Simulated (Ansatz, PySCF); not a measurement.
Gas-phase reaction in SMILES: CB(C)O [dimethylborinic acid] -> C[B]O + [CH3] (CH3) (the B-C bond at the site shown breaks; other sites are not compared here)
Geometries: B3LYP-D3(BJ)/def2-TZVP minima from Ansatz (an electronic-structure program), one conformer each, not searched for the lowest. Frequencies are from Ansatz or PySCF.
Geometry of the first species:
```xyz
11

C      1.1177    -1.0752     0.0003
B      0.0332     0.0619    -0.0227
C     -1.4653    -0.2033     0.3947
O      0.4457     1.3010    -0.4268
H      0.7429    -2.0038    -0.4391
H      2.0414    -0.7926    -0.5061
H      1.3686    -1.3185     1.0395
H     -1.5281    -0.7936     1.3129
H     -2.0640     0.7017     0.5318
H     -1.9560    -0.8047    -0.3791
H     -0.2512     1.9653    -0.4027
```
Charge 0, spin multiplicity 1.

Wanted: bond dissociation energy (0 K, with B3LYP-D3(BJ) harmonic zero-point energies), in eV. Cores are frozen in the correlated levels unless marked. UHF or UKS for open shells. No spin-orbit coupling. No relativistic terms. Basis-set limits of correlation are two-point, X^-3; Hartree-Fock from the larger set. [CCSD(T)-MP2]/basis is that difference in the basis named.

```tsv
level	program	bond dissociation energy (eV)	minus last row
HF/STO-3G	Ansatz	4.57	0.06
HSE06-D4/def2-TZVPD	Ansatz + dftd4	4.36	-0.15
CAM-B3LYP/def2-TZVPD	Ansatz	4.32	-0.19
SCS-MP2/STO-3G	Ansatz	5.24	0.73
SCS-MP2/6-31G	Ansatz	4.18	-0.33
CCSD(T)/cc-pwCVTZ	Ansatz	4.44	-0.07
RI-MP2/CBS(cc-pVTZ,cc-pVQZ)+[CCSD(T)-MP2]/cc-pVTZ	Ansatz	4.51	0.00
```
